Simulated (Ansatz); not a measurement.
Mulliken charges of CH$_{5}$ClFGaSi (`F[CH2][GaH][SiH2]Cl`) from PBE/def2-TZVPP in Ansatz (PBE0-D4/def2-TZVP geometry).

| atom | x (Å) | y (Å) | z (Å) | charge (e) |
| --- | --- | --- | --- | --- |
| F1 | -1.663 | 0.245 | 1.491 | -0.212 |
| C2 | -0.328 | 0.150 | 1.871 | -0.033 |
| Ga3 | 0.855 | -0.259 | 0.323 | 0.176 |
| Si4 | -0.087 | -0.256 | -1.900 | 0.225 |
| Cl5 | 0.061 | 1.741 | -2.463 | -0.232 |
| H6 | -0.039 | 1.098 | 2.341 | 0.092 |
| H7 | -0.248 | -0.625 | 2.643 | 0.091 |
| H8 | 2.391 | -0.465 | 0.593 | -0.027 |
| H9 | -1.520 | -0.634 | -1.986 | -0.036 |
| H10 | 0.662 | -1.047 | -2.911 | -0.044 |

Question: By hand: the dipole of these point charges (1 e Å = 4.8032 D).

Answer: Σ q r = (0.415, -0.438, 0.462) e Å, of length 0.760 e Å = 3.65 D.

Question: How does the dipole of the full density compare? (An estimate is asked.)

Answer: Computed: (0.238, -0.275, 0.261) e Å, 2.15 D; the point charges give 1.70 times that, at 3° from its direction.

Point charges leave out the atoms' own dipoles, such as those of lone pairs, and Mulliken's split depends on the basis, so the two needn't agree.
